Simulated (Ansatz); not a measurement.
HgS₂⁻. The state is a doublet with charge -1. Geometry PBE-D4/def2-TZVPD; atoms count from 1.

Cartesian coordinates in Å:
```
Hg 0.0000 0.0000 0.0000
S -1.0785 -1.7217 1.0727
S 1.0785 1.7217 -1.0727
```

In the def2 sets Hg takes a core potential; there is no spin–orbit coupling. The structure comes from a short search, and lower isomers may exist.

Question: Estimate the Mulliken populations from the PBE0/def2-TZVPD orbitals of Ansatz.

Answer: 
| atom | charge (e) | spin (α − β) | d electrons |
| --- | --- | --- | --- |
| Hg1 | 0.43 | -0.07 | 9.80 |
| S2 | -0.71 | 0.54 | – |
| S3 | -0.71 | 0.54 | – |
Mulliken values and Mayer orders depend strongly on the basis. With diffuse functions, as here, like atoms can get unlike values, and bond orders can come out too low or too high.

Question: Where does the spin sit?

Answer: Summed by element: Hg -0.07, S 1.07, of 1 unpaired in all. Largest on single atoms: S2 0.54, S3 0.54, Hg1 -0.07.

Question: And the Mayer bond orders between bonded heavy atoms (over 0.3)?

Answer: Hg1–S2 1.00 (2.30 Å); Hg1–S3 1.00 (2.30 Å). Values over 0.3 also appear between atoms too far apart for a bond (S2–S3 0.51 at 4.59 Å); they arise where an orbital or an unpaired electron spreads over both atoms.
